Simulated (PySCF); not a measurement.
## The second ionisation energy along the second row

Calculated with PySCF 2.14 from differences of total energies of unrestricted determinants, without spin-orbit coupling. Values in eV. The last column holds reference values (NIST; (s) semi-empirical, (t) theoretical, else measured). Unmarked ones compare directly (S terms, centres of terms, or small fine structure); those marked * lie between the lowest fine-structure levels and include a spin-orbit shift.

```json
{"element": "Be (x2c-QZVPPall, spin-free X2C)", "configurations": "[He] 2s1 → 1s2", "r2SCAN": "18.183", "CCSD (valence and next inner shell)": "18.176", "CCSD(T) (valence and next inner shell)": "18.176", "MP2 (valence)": "n/a", "SCS-MP2 (valence)": "n/a", "CCSD (valence)": "n/a", "reference": "18.211"}
{"element": "B (x2c-QZVPPall, spin-free X2C)", "configurations": "[He] 2s2 → [He] 2s1", "r2SCAN": "24.263", "CCSD (valence and next inner shell)": "25.092", "CCSD(T) (valence and next inner shell)": "25.103", "MP2 (valence)": "24.472", "SCS-MP2 (valence)": "24.677", "CCSD (valence)": "25.100", "reference": "25.155"}
{"element": "C (x2c-QZVPPall, spin-free X2C)", "configurations": "[He] 2s2 2p1 → [He] 2s2", "r2SCAN": "25.008", "CCSD (valence and next inner shell)": "24.288", "CCSD(T) (valence and next inner shell)": "24.319", "MP2 (valence)": "24.416", "SCS-MP2 (valence)": "24.379", "CCSD (valence)": "24.243", "reference": "24.378"}
{"element": "N (x2c-QZVPPall, spin-free X2C)", "configurations": "[He] 2s2 2p2 → [He] 2s2 2p1", "r2SCAN": "30.133", "CCSD (valence and next inner shell)": "29.538", "CCSD(T) (valence and next inner shell)": "29.553", "MP2 (valence)": "29.660", "SCS-MP2 (valence)": "29.519", "CCSD (valence)": "29.500", "reference": "29.601 (s) *"}
{"element": "O (x2c-QZVPPall, spin-free X2C)", "configurations": "[He] 2s2 2p3 → [He] 2s2 2p2", "r2SCAN": "35.477", "CCSD (valence and next inner shell)": "35.089", "CCSD(T) (valence and next inner shell)": "35.099", "MP2 (valence)": "35.241", "SCS-MP2 (valence)": "34.975", "CCSD (valence)": "35.058", "reference": "35.121 *"}
{"element": "F (x2c-QZVPPall, spin-free X2C)", "configurations": "[He] 2s2 2p4 → [He] 2s2 2p3", "r2SCAN": "35.112", "CCSD (valence and next inner shell)": "34.785", "CCSD(T) (valence and next inner shell)": "34.815", "MP2 (valence)": "34.731", "SCS-MP2 (valence)": "34.862", "CCSD (valence)": "34.767", "reference": "34.950"}
{"element": "Ne (x2c-QZVPPall, spin-free X2C)", "configurations": "[He] 2s2 2p5 → [He] 2s2 2p4", "r2SCAN": "41.118", "CCSD (valence and next inner shell)": "40.799", "CCSD(T) (valence and next inner shell)": "40.833", "MP2 (valence)": "40.852", "SCS-MP2 (valence)": "40.861", "CCSD (valence)": "40.785", "reference": "40.963 *"}
```

Question: Which of these methods has the smallest mean absolute error against the measured values here?

Answer: CCSD(T) (valence and next inner shell), with 0.070 eV.

```csv
method,elements,mean error (eV),mean absolute error (eV),largest error (eV)
r2SCAN,4,-0.032,0.428,-0.891
CCSD (valence and next inner shell),4,-0.088,0.088,-0.165
CCSD(T) (valence and next inner shell),4,-0.070,0.070,-0.135
MP2 (valence),3,-0.288,0.313,-0.682
SCS-MP2 (valence),3,-0.188,0.189,-0.478
CCSD (valence),3,-0.125,0.125,-0.183
```

Errors include the incompleteness of the basis and the frozen core.

"Valence" correlates the outer s and p shells and, in groups 3 to 12 and the f block, the outer d or f shell, open or full, or the next shell where the ion has no valence electron left; the wider scheme adds the next inner shell.
